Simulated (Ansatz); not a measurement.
`C=CC(F)Cl` + `[SiH3][TeH]` → `C=C[Te][SiH3]` + `FCCl` at 298.15 K and 1 bar (substitution at a C–C bond).

Calculated with Ansatz (gas phase, PBE0-D4/def2-TZVP geometries, no zero-point term in ΔE). CBS: MP2 limit from def2 TZ/QZ plus the TZ coupled-cluster correction, frozen cores. This one scheme is used for every species. def2 core potentials past Kr. For Te outer-core shells are correlated without core-valence functions, which leaves a few kJ/mol of doubt a bond. One conformer a species, not always the lowest.

```
        species  CCSD(T)/CBS energy (Eh)  H − E (kJ/mol)  S (J/(mol·K))
    `C=CC(F)Cl`               -676.10309           184.8          313.2
  `[SiH3][TeH]`               -559.21313            96.9          297.5
`C=C[Te][SiH3]`               -636.49984           196.6          363.8
         `FCCl`               -598.81139            93.0          264.2
```

H − E and S are ideal-gas, rigid-rotor, harmonic terms from PBE0-D4/def2-TZVP, for one conformer and one mirror image of each species. 1 Eh = 2625.50 kJ/mol, R = 8.31446 J/(mol·K).

By hand: ΔE, ΔH, ΔS and ΔG.

ΔE = (-636.49984) + (-598.81139) − (-676.10309) − (-559.21313) = 0.00499 Eh = 13.1 kJ/mol. Δ(H − E) = 196.6 + 93.0 − 184.8 − 96.9 = 7.9, so ΔH = 21.0 kJ/mol. ΔS = 363.8 + 264.2 − 313.2 − 297.5 = 17.3 J/(mol·K). ΔG = 21.0 − 298.15 × (17.3)/1000 = 15.8 kJ/mol.

By hand: the equilibrium constant, and the temperature at which ΔG would vanish if ΔH and ΔS stayed fixed.

log₁₀ K = −ΔG/(RT ln 10) = -2.8. ΔG = 0 at ΔH/ΔS = 1214 K, though so small a ΔS makes that figure unsure.

ΔH outweighs TΔS. A doubt of 5 kJ/mol in ΔE shifts log₁₀ K by 0.9 here. Other conformers and mirror images would add mixing entropy, several J/(mol·K) or more a flexible species. Modes under 60 cm⁻¹, often nearly free rotors, make the harmonic entropy too high. These are equilibria of isolated gas molecules and say nothing of rates. Largest T1 diagnostic: 0.011 (customary marks: 0.02 for closed shells, 0.045 for open ones).
